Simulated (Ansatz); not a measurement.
Consider the adduct formation: NH₃ + boron trifluoride → `[NH3+][B-](F)(F)F`.

Program: Ansatz. Geometries: PBE0-D4/def2-TZVP. ΔE: electronic, gas phase. CBS: MP2 limit from def2 TZ/QZ plus the TZ coupled-cluster correction, frozen cores. This one scheme is used for every species. DFT in def2-TZVPP. Each species was taken in one conformer, which may not be the lowest.

```json
{"level": "CAM-B3LYP-D4", "ΔE (kJ/mol)": "-97.3", "difference from CCSD(T)/CBS": "-3.8"}
{"level": "ωB97X-V", "ΔE (kJ/mol)": "-99.0", "difference from CCSD(T)/CBS": "-5.5"}
{"level": "B2PLYP", "ΔE (kJ/mol)": "-86.8", "difference from CCSD(T)/CBS": "6.7"}
{"level": "PBE", "ΔE (kJ/mol)": "-89.6", "difference from CCSD(T)/CBS": "3.9"}
{"level": "r2SCAN", "ΔE (kJ/mol)": "-98.8", "difference from CCSD(T)/CBS": "-5.3"}
{"level": "PBE0", "ΔE (kJ/mol)": "-96.3", "difference from CCSD(T)/CBS": "-2.8"}
{"level": "HF/def2-SVP", "ΔE (kJ/mol)": "-95.5", "difference from CCSD(T)/CBS": "-2.0"}
{"level": "SCS-MP2/def2-TZVPP", "ΔE (kJ/mol)": "-89.7", "difference from CCSD(T)/CBS": "3.8"}
{"level": "CCSD(T)/def2-TZVPP", "ΔE (kJ/mol)": "-95.1", "difference from CCSD(T)/CBS": "-1.6"}
{"level": "MP2/CBS(def2)", "ΔE (kJ/mol)": "-94.0", "difference from CCSD(T)/CBS": "-0.5"}
{"level": "CCSD(T)/CBS", "ΔE (kJ/mol)": "-93.5", "difference from CCSD(T)/CBS": "0"}
```

Q: What do rigid-rotor, harmonic-oscillator terms from PBE0-D4/def2-TZVP frequencies (298.15 K, 1 bar) make of the CCSD(T)/CBS value? (Estimate.)

A: Computed: ΔZPE = +14.7 kJ/mol, ΔH = -83.4 kJ/mol, ΔS = -146 J/(mol·K), ΔG = -39.8 kJ/mol.

Largest T1 diagnostic among the species: 0.012.

In def2-TZVPP, CCSD(T) changes the Hartree–Fock value by −25.4 kJ/mol (the triples alone add −2.5 kJ/mol) and MP2 by −25.9 kJ/mol. From r2SCAN to r2SCAN0 (25 % exact exchange), in def2-TZVPP and without D4, ΔE moves by −3.6 kJ/mol. At CCSD(T), def2-SVP lies −16.1 kJ/mol from the extrapolated value and def2-TZVPP −1.6 kJ/mol.
